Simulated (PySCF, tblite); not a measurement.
Species: C7H11N2P.
Bonds: C1–C2, C2–C3 (aromatic), C3–C4 (aromatic), C4–N5, N5–C6, N5–C7, C4–P8 (aromatic), P8–C9 (aromatic), C9–N10 (aromatic), C2–N10 (aromatic). Hydrogens: H11, H12, H13 on C1; H14 on C3; H15, H16, H17 on C6; H18, H19, H20 on C7; H21 on C9.

Computed geometry: GFN2-xTB, gas phase.

Problem. What internal coordinates does the optimisation give?

Solution. 
| bond | length (Å) |
| --- | --- |
| C1–C2 | 1.500 |
| C2–C3 | 1.386 |
| C3–C4 | 1.397 |
| C4–N5 | 1.360 |
| N5–C6, N5–C7 | 1.441 |
| C4–P8 | 1.778 |
| P8–C9 | 1.736 |
| C9–N10 | 1.309 |
| C2–N10 | 1.328 |
| C1–H11, C1–H12, C1–H13 | 1.088 |
| C3–H14 | 1.080 |
| C6–H15 and 4 like bonds | 1.092 |
| C7–H19 | 1.096 |
| C9–H21 | 1.088 |

Bonds in one row agree within 0.01 Å and their mean is given. A selection of angles:
| angle | degrees |
| --- | --- |
| C2–C1–H11 | 110.0 |
| C2–C1–H12 | 110.8 |
| H11–C1–H12 | 108.2 |
| H11–C1–H13 | 108.8 |
| C1–C2–C3 | 119.4 |
| C1–C2–N10 | 115.5 |
| C3–C2–N10 | 125.1 |
| C2–C3–C4 | 124.4 |
| C2–C3–H14 | 116.5 |
| C4–C3–H14 | 119.2 |
| C3–C4–N5 | 121.2 |
| C3–C4–P8 | 120.9 |
| N5–C4–P8 | 117.8 |
| C4–N5–C6 | 121.6 |
| C4–N5–C7 | 118.8 |
| C6–N5–C7 | 119.5 |
| N5–C6–H15 | 111.2 |
| N5–C6–H16 | 109.4 |
| H15–C6–H16 | 108.3 |
| H15–C6–H17 | 108.6 |
| C4–P8–C9 | 98.5 |
| P8–C9–N10 | 130.0 |
| P8–C9–H21 | 115.4 |
| N10–C9–H21 | 114.6 |
| C2–N10–C9 | 121.1 |

Dihedral angles: C3–C4–N5–C6 3° (synperiplanar). The mirror-image conformer, all signs reversed, is as good.

The 10 heavy atoms lie in one plane (0.011 Å rms). N5 (aniline-type nitrogen) is planar (angles 121.6°, 119.5° and 118.8°, sum 359.9°, 0.02 Å off the plane of its three neighbours). N10 (pyridine-type nitrogen) is bent (angle 121.1°). The 6-membered ring C2–C3–C4–P8–C9–N10 has internal angles of 98.5° to 130.0° (sum 720°, against 720° for a flat polygon); it is planar, 0.00 Å rms from its mean plane, widest ring torsion 1°. The C–C distances run from 1.386 Å (C2–C3, aromatic) to 1.500 Å (C1–C2, drawn single), a spread of 0.114 Å. The 5 C–N bonds span 1.309 Å (C9–N10, aromatic) to 1.442 Å (N5–C6, drawn single), a spread of 0.133 Å. Of the pairs four or more bonds apart, C6···H14 is among the closest relative to their van der Waals radii: 2.48 Å, 85 % of the sum of Bondi's values.

Point group: near Cs, missed by 0.37 Å at most; the miss may be what the optimiser left on a soft mode. Its GFN2-xTB frequencies are all real (lowest 32 cm⁻¹). 3 starts were optimised and ended at 0.00, 0.00 and 0.11 kcal/mol (GFN2-xTB); the lowest of these is shown.
